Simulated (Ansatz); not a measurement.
Reaction (substitution at a C–O bond): `FC(F)(F)OBCl` + `[OH][GeH3]` → `FC(F)(F)[O][GeH3]` + `OBCl`

Isolated molecules relaxed with PBE0-D4/def2-TZVP in Ansatz; ΔE leaves out vibrations. CBS: MP2 limit from def2 TZ/QZ plus the TZ coupled-cluster correction, frozen cores. This one scheme is used for every species. Functionals use def2-TZVPP. For Ge outer-core shells are correlated without core-valence functions, which leaves a few kJ/mol of doubt a bond. Scalar relativity is left out up to krypton. One conformer a species, not always the lowest.

Q: Is it downhill or uphill in electronic energy at CCSD(T)/CBS, and by how much? (Best estimate.)

A: Ansatz gave: Downhill: ΔE = -41.4 kJ/mol.

Q: What do these levels give: r2SCAN-D4, PBE0-D4, ωB97X-V, PBE, r2SCAN, MP2/def2-TZVPP, SCS-MP2/def2-TZVPP, CCSD/def2-TZVPP, CCSD(T)/def2-TZVPP, HF/def2-QZVPP, MP2/CBS(def2), CCSD/CBS(def2)? (An estimate is asked.)

A: The calculation gave: r2SCAN-D4 -43.4, PBE0-D4 -43.0, ωB97X-V -43.4, PBE -43.3, r2SCAN -43.5, MP2/def2-TZVPP -41.9, SCS-MP2/def2-TZVPP -41.0, CCSD/def2-TZVPP -40.6, CCSD(T)/def2-TZVPP -40.9, HF/def2-QZVPP -40.0, MP2/CBS(def2) -42.3, CCSD/CBS(def2) -41.1 kJ/mol.

Largest T1 diagnostic among the species: 0.012.
